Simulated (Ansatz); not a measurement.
TeF4. The state is a singlet with charge 0. Geometry B3LYP-D4/def2-SVP, basis def2-TZVP, Ansatz.

```xyz
5

Te   -0.558    0.073    0.159
F    -0.121   -1.320    1.456
F    -0.542    1.407   -1.267
F     0.204   -1.098   -1.131
F     1.016    0.939    0.783
```

```
run  HOMO (eV)  LUMO (eV)
  A     -14.02      -0.18
  B     -12.93      -1.11
  C     -11.77      -2.35
  D      -9.75      -3.74
  E     -12.59      -1.31
  F      -9.16      -4.01
```

In the def2 sets Te takes a core potential; there is no spin–orbit coupling. LC-ωPBE has ω = 0.4 bohr⁻¹.

The runs used CAM-B3LYP, HF, LC-ωPBE, r2SCAN, r2SCANh, ωB97M-V. Estimate which is which.

A HF (100 % exact exchange); B LC-ωPBE (range-separated); C CAM-B3LYP (range-separated); D r2SCANh (10 % exact exchange); E ωB97M-V (range-separated); F r2SCAN (0 % exact exchange). Exact exchange lowers occupied and raises empty levels; among semilocal functionals meta-GGAs tend to open the gap a little, and such runs are hard to tell apart. The gap grows from 5.15 eV (r2SCAN) to 13.84 eV (HF).
